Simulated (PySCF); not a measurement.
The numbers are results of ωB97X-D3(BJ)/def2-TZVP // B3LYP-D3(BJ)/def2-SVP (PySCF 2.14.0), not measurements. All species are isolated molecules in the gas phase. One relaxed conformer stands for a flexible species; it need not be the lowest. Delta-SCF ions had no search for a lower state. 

Reference species (SMILES): `C[CH2][Ge]([CH2]C)([CH2]C)[CH2]C` (neutral, multiplicity 1).

```json
{
 "vertical ionisation energy (Delta-SCF)": "9.47 eV",
 "HOMO–LUMO gap": "12.50 eV"
}
```

Changed species: `C[CH2][Ge]([I])([I])[I]` (C–C–Ge–I torsion 180°) (3 of 4 C2H5 replaced by I; the reference has 0 of 4 C2H5 replaced by I).

**Question.** Predict the effect on the vertical ionisation energy (Delta-SCF) and HOMO–LUMO gap.

**Answer.** the vertical ionisation energy (Delta-SCF) rises by 0.29 eV, to 9.76 eV; the HOMO–LUMO gap decreases by 3.45 eV, to 9.05 eV.
